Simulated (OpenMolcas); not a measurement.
**An input for InH2O2 (SMILES [OH][In][OH])**

InH2O2: 5 atoms, total charge 0, spin state doublet. SMILES: `[OH][In][OH]`. The shape comes from a force field and isn't a relaxed structure. This is one conformer, not always the lowest.

| atom | x (Å) | y (Å) | z (Å) |
| --- | --- | --- | --- |
| O | -0.6864 | -0.3703 | -1.5458 |
| In | -0.1062 | -0.8382 | 0.3700 |
| O | 1.1069 | 0.0362 | 1.1869 |
| H | -1.1885 | 0.1730 | -0.8798 |
| H | 0.9242 | 0.9256 | 0.8272 |

Settings wanted:

```
method                 : HF
reference              : UHF
integral approximation : none
symmetry               : Full
basis set              : def2-TZVPP
task                   : energy
nucleus                : point
iteration cap          : 74
starting guess         : core
field                  : -0.01 au
field axis             : z
```

Write the OpenMolcas 26.06 input and the command.

This one ran through:

calc.input:
```
* H2InO2 Hartree-Fock
>>> EXPORT MOLCAS_PRINT=2

&GATEWAY
 Coord
 5
 angstrom
 O       -0.686400      -0.370300      -1.545800
 In      -0.106200      -0.838200       0.370000
 O        1.106900       0.036200       1.186900
 H       -1.188500       0.173000      -0.879800
 H        0.924200       0.925600       0.827200
 Basis = def2-TZVPP
 Group = Full

&SEWARD

&FFPT
 Dipole
 Z 0.01

&SCF
 UHF
 Spin = 2
 Iterations = 74
 Core
 PrOrbitals = 1
```

```bash
$ export MOLCAS_MEM=1860
$ pymolcas calc.input > calc.log
```

Calculated total energy: -340.07542 Eh.
